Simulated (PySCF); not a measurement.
AlI₂, multiplicity 2. Atoms are numbered in the order given.

```xyz
3

Al     0.0000     0.0000     1.1173
I      0.0000    -2.1812    -0.1370
I      0.0000     2.1812    -0.1370
```
Charge 0, spin multiplicity 2.

Coordinates come from a B3LYP-D3(BJ)/def2-SVP optimisation. The spin state was assumed, not searched. The isomer is the one that the SMILES or the coordinates give; other isomers of the formula were not compared. The def2 effective core potentials stand for the cores of I; spin–orbit coupling is left out.

The numbers are results of IEF-PCM-ωB97X/def2-SVP (PySCF), not measurements.

The values are the electrostatic part of the solvation free energy, E(continuum) − E(gas) at the gas-phase geometry, in a cavity of scaled van der Waals radii (PySCF's table); cavitation and dispersion terms are not included. A continuum can't describe solvent molecules that bind to the metal. The dipole moment in vacuum is 1.23 D.

```json
[
 {"solvent": "water", "ε": "78.36", "ΔG(elec) (kcal/mol)": "-4.7", "dipole (D)": "2.23"},
 {"solvent": "dichloromethane", "ε": "8.93", "ΔG(elec) (kcal/mol)": "-3.9", "dipole (D)": "2.05"},
 {"solvent": "n-hexane", "ε": "1.88", "ΔG(elec) (kcal/mol)": "?", "dipole (D)": "?"}
]
```

Problem. Complete the blanks. (The exact figures need the calculation; the answer reports its results.)

Solution. 
- n-hexane, ΔG(elec) (kcal/mol): -1.6
- n-hexane, dipole (D): 1.55
